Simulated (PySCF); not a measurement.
From computed data to an observable: dipole moment from atomic charges

WO₂F₂, SMILES [O]=[W](=[O])([F])[F], multiplicity 1. Atoms are numbered in the order given.

```xyz
5

W      0.0000     0.0000     0.0149
O      0.0000    -1.3611     1.0396
O      0.0000     1.3611     1.0396
F     -1.5758     0.0000    -0.9855
F      1.5758     0.0000    -0.9855
```

The structure is a stationary point at B3LYP-D3(BJ)/def2-SVP. The multiplicity is an assumed one; other spin states were not compared. The isomer is the one that the SMILES or the coordinates give; other isomers of the formula were not compared. The def2 effective core potentials stand for the cores of W; spin–orbit coupling is left out.

Charges (e) from HF/def2-TZVP (PySCF):

| atom | ESP fit | Mulliken |
|---|---|---|
| W1 | 1.900 | 2.173 |
| O2 | -0.577 | -0.601 |
| O3 | -0.577 | -0.601 |
| F4 | -0.372 | -0.485 |
| F5 | -0.372 | -0.485 |

The dipole moment of the full density is 2.15 D.

Question: What dipole moment does each set of point charges give, and which comes closer to that of the density?

Answer: 
μ = Σ q r, and 1 e Å = 4.8032 D.
ESP fit: Σ q r = (0.000, 0.000, -0.438) e Å, |μ| = 2.10 D.
Mulliken: Σ q r = (0.000, 0.000, -0.261) e Å, |μ| = 1.26 D.
ESP fit comes closer in size. Point charges leave out the atoms' own dipoles (lone pairs, polarised bonds); fits to the potential absorb them, partitions of the density don't.
